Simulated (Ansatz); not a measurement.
CH$_{7}$B$_{2}$NSi (`C[Si]1(N)BB1`), relaxed with RKS PBE-D4/def2-SVP in Ansatz from a rough embedded geometry. The force threshold is 0.03 eV/Å; the program also tests the step.

The species carries charge 0 and has multiplicity 1.

Start:

```xyz
12

C     0.890   -1.351   -0.681
Si   -0.156   -0.031    0.028
N    -1.811    0.058   -0.560
B     0.035    0.496    1.808
B     0.611    1.598    0.552
H     1.046   -1.172   -1.804
H     0.496   -2.327   -0.505
H     1.935   -1.238   -0.241
H    -2.306    0.874   -0.142
H    -1.799    0.288   -1.605
H    -0.012    0.170    2.938
H     1.071    2.635    0.212
```

(1) By how much does the energy fall, and how many steps does the optimiser take? (Estimate.)

(2) Which bonds change most? (Estimate.)

(3) Give the relaxed structure. (An estimate is asked.)

Answers

(1) Ansatz gave: 2.54 eV, in 26 steps, 3 of them rejected.

(2) The calculation gave: B4–B5 from 1.767 to 1.496 Å; Si2–B4 from 1.866 to 2.083 Å; Si2–B5 from 1.874 to 2.033 Å; C1–Si2 from 1.828 to 1.890 Å.

(3) Ansatz gave: 
```xyz
12

C     0.693   -1.447   -0.480
Si   -0.078    0.188    0.072
N    -1.393    0.441   -1.016
B     0.742    0.691    1.919
B     0.160    1.864    1.196
H     1.057   -1.353   -1.525
H    -0.066   -2.256   -0.451
H     1.546   -1.732    0.163
H    -1.985    1.272   -0.990
H    -1.528   -0.123   -1.858
H     1.392   -0.266    2.252
H    -0.539    2.720    0.718
```
